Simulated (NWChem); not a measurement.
System: C5H3N; SMILES N#C/C=C/C#C

NWChem input:

```
start job
memory heap 200 mb stack 900 mb global 1100 mb
geometry units angstroms noautoz
  C     -0.118029    -3.036599     0.000000
  C      0.126246    -1.834131     0.000000
  C      0.453823    -0.457840     0.000000
  C     -0.471129     0.547828     0.000000
  C     -0.112519     1.924606     0.000000
  N      0.158980     3.068746     0.000000
  H     -0.342847    -4.094560     0.000000
  H      1.527129    -0.196549     0.000000
  H     -1.548555     0.313423     0.000000
end
basis spherical
  * library def2-svp
end
dft
  xc rpbe cpbe96
  iterations 150
  mulliken
end
task dft energy
```

Parts of the log:

```
             Northwest Computational Chemistry Package (NWChem) 7.3.0
             --------------------------------------------------------

 CS  symmetry detected

                             Geometry "geometry" -> ""
                             -------------------------

 Output coordinates in angstroms (scale by  1.889725989 to convert to a.u.)

  No.       Tag          Charge          X              Y              Z
 ---- ---------------- ---------- -------------- -------------- --------------
    1 C                    6.0000    -0.11164851    -3.04602595     0.00000000
    2 C                    6.0000     0.12992005    -1.84301132     0.00000000
    3 C                    6.0000     0.45439925    -0.46598668     0.00000000
    4 C                    6.0000    -0.47281339     0.53759742     0.00000000
    5 C                    6.0000    -0.11730236     1.91517889     0.00000000
    6 N                    7.0000     0.15162138     3.05992693     0.00000000
    7 H                    1.0000    -0.33408528    -4.10449016     0.00000000
    8 H                    1.0000     1.52711457    -0.20228116     0.00000000
    9 H                    1.0000    -1.54970920     0.30076856     0.00000000

 Effective nuclear repulsion energy (a.u.)     160.5074431028

      Symmetry information
      --------------------

 Group name             Cs
 Group number              2
 Group order               2
 No. of unique centers     9

  pbe96 is a nonlocal functional; adding pw91lda local functional.

                                 NWChem DFT Module
                                 -----------------

 Summary of "ao basis" -> "ao basis" (spherical)
 ------------------------------------------------------------------------------
       Tag                 Description            Shells   Functions and Types
 ---------------- ------------------------------  ------  ---------------------
 C                          def2-svp                 6       14   3s2p1d
 N                          def2-svp                 6       14   3s2p1d
 H                          def2-svp                 3        5   2s1p

      Symmetry analysis of basis
      --------------------------

        a'         72
        a"         27

            General Information
            -------------------
          SCF calculation type: DFT
          Wavefunction type:  closed shell.
          No. of atoms     :     9
          No. of electrons :    40
           Alpha electrons :    20
            Beta electrons :    20
          Charge           :     0
          Spin multiplicity:     1
          Use of symmetry is: on ; symmetry adaption is: on
          Maximum number of iterations: 150
          AO basis - number of functions:    99
                     number of shells:    45
          Convergence on energy requested:  1.00D-06
          Convergence on density requested:  1.00D-05
          Convergence on gradient requested:  5.00D-04

              XC Information
              --------------
                          RPBE Exchange Functional  1.000
            Perdew 1991 LDA Correlation Functional  1.000 local
           PerdewBurkeErnz. Correlation Functional  1.000 non-local

             Grid Information
             ----------------
          Grid used for XC integration:  medium
          Radial quadrature: Mura-Knowles
          Angular quadrature: Lebedev.
          Tag              B.-S. Rad. Rad. Pts. Rad. Cut. Ang. Pts.
          ---              ---------- --------- --------- ---------
          C                   0.70       49          14.0       434
          N                   0.65       49          14.0       434
          H                   0.35       45          13.0       434
          Grid pruning is: on
          Number of quadrature shells:   429
          Spatial weights used:  Erf1

      Superposition of Atomic Density Guess
      -------------------------------------

 Sum of atomic energies:        -243.86607127

      Non-variational initial energy
      ------------------------------

 Total energy =    -246.957363
 1-e energy   =    -644.728881
 2-e energy   =     237.264075
 HOMO         =      -0.287823
 LUMO         =      -0.082248

      Symmetry analysis of molecular orbitals - initial
      -------------------------------------------------

  Numbering of irreducible representations:

     1 a'          2 a"

  Orbital symmetries:

     1 a'          2 a'          3 a'          4 a'          5 a'
     6 a'          7 a'          8 a'          9 a'         10 a'
    11 a'         12 a'         13 a'         14 a'         15 a"
    16 a'         17 a'         18 a"         19 a'         20 a"
    21 a"         22 a'         23 a'         24 a"         25 a'
    26 a'         27 a"         28 a'         29 a'         30 a'

     ---------------------------------------------
      Total Density - Mulliken Population Analysis
     ---------------------------------------------

    Atom       Charge   Shell Charges
 -----------   ------   -------------------------------------------------------
    1 C    6     6.33   1.99  0.99  0.61  1.89  0.82  0.03
    2 C    6     5.83   1.99  0.97  0.26  1.92  0.65  0.04
    3 C    6     5.96   1.99  0.95  0.26  1.84  0.88  0.04
    4 C    6     6.10   1.99  0.95  0.26  1.90  0.97  0.03
    5 C    6     5.60   1.99  0.99  0.21  1.65  0.71  0.06
    6 N    7     7.55   1.99  1.13  0.57  2.37  1.47  0.03
    7 H    1     0.86   0.62  0.22  0.03
    8 H    1     0.88   0.66  0.20  0.02
    9 H    1     0.87   0.65  0.20  0.02

[...]
```

Level: RPBE/def2-SVP. Geometry: optimised at PBE-D3(BJ)/def2-SVP.
